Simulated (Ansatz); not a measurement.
Compare A (`C=C(F)/C(F)=C/F`) with its isomer B (`FC1=C[C@H](F)[C@H]1F`).

Gas-phase electronic energies from Ansatz, PBE0-D4/def2-TZVP geometries. CCSD(T)/CBS adds triple-zeta CCSD(T) − MP2 to the extrapolated MP2 energy (def2 sets, frozen cores). DFT in def2-TZVPP. B3LYP here is the variant with VWN-RPA as its local correlation; programs differ in this. One conformer a species, not always the lowest.

Task: Which isomer does CCSD(T)/CBS put lower? Give the gap. (Estimate.)

Result: The calculation gave: A, by 9.8 kJ/mol.

Task: Give E(B) − E(A) in kJ/mol with CCSD(T)/def2-SVP, B3LYP, r2SCAN-D4, B3LYP-D4, MP2/def2-TZVPP, BLYP-D4, CCSD/def2-TZVPP. (Estimate.)

Result: Ansatz gave: CCSD(T)/def2-SVP 19.1, B3LYP 30.7, r2SCAN-D4 23.2, B3LYP-D4 29.8, MP2/def2-TZVPP 2.0, BLYP-D4 40.2, CCSD/def2-TZVPP 9.6. None reverses the order clearly.

Task: Does the order hold for the free energy at 298.15 K (harmonic terms from PBE0-D4)? (Best estimate.)

Result: Computed: Yes: G(B) − G(A) = +16.9 kJ/mol, for one conformer each.

Largest T1 diagnostic: 0.013.

Leaving LDA and LC-ωPBE aside and taking each functional with its dispersion term where it has one, the values, not all of them listed here, spread over 43.9 kJ/mol, from PBE-QIDH to BLYP-D4. LDA lies −8.4 kJ/mol from PBE without D4. From PBE to PBE0 (25 % exact exchange), in def2-TZVPP and without D4, E(B) − E(A) moves by −11.1 kJ/mol.
